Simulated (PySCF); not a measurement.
**Splitting trees**

Structure with atom numbers: `[F:1][c:2]1[cH:3][cH:4][c:5](-[c:6]2[cH:7][cH:8][cH:9][cH:10][cH:11]2)[cH:12][cH:13]1`. Hydrogens are named by the atom that carries them.

PySCF 2.14.0 with density-fitted response routines calculation with PBE0-D3(BJ)/def2-SVP geometry, B3LYP/pcJ-1 coupling constants (spin–dipole term only in couplings to heteroatoms) and NMR shieldings at PBE/pcSseg-1/GIAO; no relativistic terms, isolated molecule, equivalent nuclei averaged, one conformer.

Referencing at the same level of theory: 13C (σref 180.03) against TMS; 19F (σref 144.73) vs CFCl3.

Spectrometer: 500 MHz for 1H. First-order analysis; couplings under 1 Hz (under 4 Hz in carbon signals) are ignored, and nearly equal couplings are merged; the smaller ones broaden or split the lines further.

Q: What pattern does C9 show in the proton-coupled 13C spectrum?

A: A doublet of triplets at δ 130.3: 167.8 Hz to H(C9) (1 × 1H, 1 bond away), 8.1 Hz to H(C7)/H(C11) (2 × 1H, 3 bonds away). Lines in Hz from the centre (relative intensity): +92.0 (1), +83.9 (2), +75.8 (1), -75.8 (1), -83.9 (2), -92.0 (1). The outer lines are 184.0 Hz apart, the sum of the couplings kept, or 1.464 ppm at this field.

Q: What pattern does F1 show (19F)?

A: A triplet of triplets at δ -121.3: 8.6 Hz to H(C3)/H(C13) (2 × 1H, 3 bonds away), 4.8 Hz to H(C4)/H(C12) (2 × 1H, 4 bonds away). Lines in Hz from the centre (relative intensity): +13.4 (1), +8.6 (2), +4.8 (2), +3.8 (1), +0.0 (4), -3.8 (1), -4.8 (2), -8.6 (2), -13.4 (1). The outer lines are 26.8 Hz apart, the sum of the couplings kept, or 0.057 ppm at this field.

Unscaled 3J(H,H) at this level run about 10 % above measured values.
